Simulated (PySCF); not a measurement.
Cl4Hf, SMILES [Cl][Hf]([Cl])([Cl])[Cl] (B3LYP/def2-SVP optimised geometry):

```
5

Hf    -0.781    -1.104     0.000
Cl    -1.561    -2.207    -1.913
Cl    -1.557    -2.209     1.913
Cl     1.561    -1.104     0.000
Cl    -1.561     1.104     0.000
```

Method: B3LYP/def2-TZVP, def2 effective core potentials past Kr run with PySCF.

Q: What are the frontier orbital energies and the dipole moment?

A: HOMO-2 -9.42 eV, HOMO-1 -9.42 eV, HOMO -9.42 eV, LUMO -2.48 eV, LUMO+1 -2.48 eV; dipole moment 0.00 D.

On the same geometry PBE/def2-TZVP, def2 effective core potentials past Kr (PySCF 2.14.0) gives HOMO-2 -8.32 eV, HOMO-1 -8.32 eV, HOMO -8.32 eV, LUMO -3.08 eV, LUMO+1 -3.08 eV; dipole moment 0.00 D.
